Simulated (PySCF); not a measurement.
Species: C7H14Ge.
Atom-mapped SMILES: `[CH3:1][C:2]([CH3:3])([CH3:4])[CH2:5][C:6]#[C:7][GeH3:8]` (hydrogens: H9, H10, H11 on C1; H12, H13, H14 on C3; H15, H16, H17 on C4; H18, H19 on C5; H20, H21, H22 on Ge8)

Method: PBE0-D3(BJ)/def2-SVP geometry optimisation, gas phase (PySCF 2.14.0).

Give the optimised bond lengths and angles.

```
                     bond  length (Å)   order
      C1–C2, C2–C3, C2–C4       1.529  single
                    C2–C5       1.548  single
                    C5–C6       1.455  single
                    C6≡C7       1.219  triple
                   C7–Ge8       1.893  single
   C1–H9 and 8 like bonds       1.101  single
           C5–H18, C5–H19       1.104  single
Ge8–H20, Ge8–H21, Ge8–H22       1.537  single
```

Bonds in one row agree within 0.01 Å and their mean is given. Orders are formal, as drawn. A selection of angles:
```
    angle  degrees
 C1–C2–C3    110.0
 C1–C2–C5    109.7
 C4–C2–C5    107.8
 C2–C5–C6    114.7
 C5–C6–C7    179.3
C6–C7–Ge8    179.5
```

Torsions: C1–C2–C5–C6 -60° (synclinal). The mirror-image conformer, all signs reversed, is as good.

Ge8 (germanium bonded to C and 3 H) is tetrahedral (angles from 109.2° to 109.6°). Of the pairs four or more bonds apart, C6···H10 is among the closest relative to their van der Waals radii: 2.69 Å, 93 % of the sum of Bondi's values. The 6 C–C bonds span 1.219 Å (C6≡C7, drawn triple) to 1.548 Å (C2–C5, drawn single), a spread of 0.329 Å.

Point group: near Cs, missed by 0.22 Å at most; the miss may be what the optimiser left on a soft mode. No PBE0-D3(BJ)/def2-SVP frequencies stand behind this structure, so it isn't proved a minimum.
